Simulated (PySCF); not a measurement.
C₅H₉Al, SMILES C=[CH][Al]([CH3])[CH]=C, GFN2-xTB optimised geometry.

```
15

Al    -0.81     0.75     0.00
C     -1.81     2.47     0.00
H     -2.89     2.30    -0.05
H     -1.56     3.11    -0.85
H     -1.63     3.07     0.90
C     -1.77    -0.99     0.00
C     -1.11    -2.14     0.01
H     -2.86    -1.05    -0.01
H     -1.59    -3.11     0.01
H     -0.02    -2.16     0.02
C      1.18     0.75     0.00
C      1.81     1.92     0.02
H      1.81    -0.14    -0.01
H      2.89     2.03     0.02
H      1.26     2.86     0.04
```

Density from PBE0/def2-TZVP (PySCF 2.14.0) at that geometry.

Minimum of the electron density along straight lines between bonded atoms, close to the bond critical point (lines longer than 1.1 times the sum of covalent radii, or with two minima, are not listed):

| bond | length / Å | ρ at the minimum / e bohr⁻³ | ∇²ρ there / e bohr⁻⁵ | position (fraction from the first atom) |
|---|---|---|---|---|
| Al1–C2 | 1.992 | 0.082 | 0.23 | 0.40 |
| C2–H3 | 1.096 | 0.267 | -0.87 | 0.64 |
| C2–H4 | 1.096 | 0.266 | -0.86 | 0.64 |
| C2–H5 | 1.096 | 0.266 | -0.86 | 0.64 |
| Al1–C6 | 1.987 | 0.082 | 0.25 | 0.40 |
| C6–C7 | 1.334 | 0.349 | -1.07 | 0.49 |
| C6–H8 | 1.094 | 0.275 | -0.94 | 0.64 |
| C7–H9 | 1.084 | 0.285 | -1.01 | 0.64 |
| C7–H10 | 1.082 | 0.287 | -1.02 | 0.64 |
| Al1–C11 | 1.987 | 0.082 | 0.24 | 0.40 |
| C11–C12 | 1.334 | 0.349 | -1.06 | 0.49 |
| C11–H13 | 1.092 | 0.276 | -0.95 | 0.64 |
| C12–H14 | 1.084 | 0.285 | -1.01 | 0.64 |
| C12–H15 | 1.083 | 0.286 | -1.02 | 0.64 |
